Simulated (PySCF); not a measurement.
**Bond curve of SeO**

Set-up: basis Se cc-pVTZ-PP with ECP10, O cc-pVTZ; scalar-relativistic core potentials; PySCF 2.14. Energies in eV from Se + O in their ground configurations at the same level. All curves are PBE0. state 1: ³Σ⁻ (triplet), unpaired electrons π ↑↑; state 2: Ms = 0 determinant of mixed spin (⟨S²⟩ near 1.0), unpaired electrons π ↑↓, a mixture of terms (⟨Lz²⟩ = 2.0), a second solution, started from another occupation; state 3: ⁵Π (quintet), unpaired electrons σ ↑, π ↑↑↑, a second solution, started from another occupation.

| R (Å) | state 1 | state 2 | state 3 |
| --- | --- | --- | --- |
| 1.406 | -2.668 | -2.356 | 7.1257 |
| 1.472 | -3.711 | -3.401 | 5.1713 |
| 1.537 | -4.279 | -3.970 | 3.7065 |
| 1.586 | -4.477 | -4.170 | 2.8456 |
| 1.635 | -4.532 | -4.226 | 2.1394 |
| 1.684 | -4.477 | -4.171 | 1.5594 |
| 1.750 | -4.278 | -3.974 | 0.9446 |
| 1.831 | -3.894 | -3.591 | 0.3773 |
| 1.929 | -3.317 | -3.014 | -0.0787 |
| 2.060 | -2.468 | -2.162 | -0.4097 |

Question: Put a parabola through the three lowest points of the state 1 curve and estimate Re, k and ωe (reduced mass 13.33 u; 1 eV/Å² = 0.16022 mdyn/Å; ωe = 1302.8·√(k/μ) cm⁻¹).

Answer: Through R = 1.586, 1.635, 1.684 Å the second-order coefficient is 22.9 eV/Å², so Re ≈ 1.635 Å, k ≈ 7.34 mdyn/Å and ωe ≈ 967 cm⁻¹. A polynomial fit of higher order to the unrounded PBE0 energies gives Re = 1.633 Å, k = 7.37 mdyn/Å, ωe = 969 cm⁻¹; anharmonicity and rounding make the difference.

The higher-order fit for each curve: state 1: Re = 1.633 Å, ωe = 969 cm⁻¹, De = 4.53 eV; state 2: Re = 1.633 Å, ωe = 968 cm⁻¹, minimum 4.23 eV below the ground-state fragments. State 3 gave no clean fit.

Spin–orbit coupling is left out. The state is the lowest determinant that a PBE0 search found; another state may lie lower at other levels.
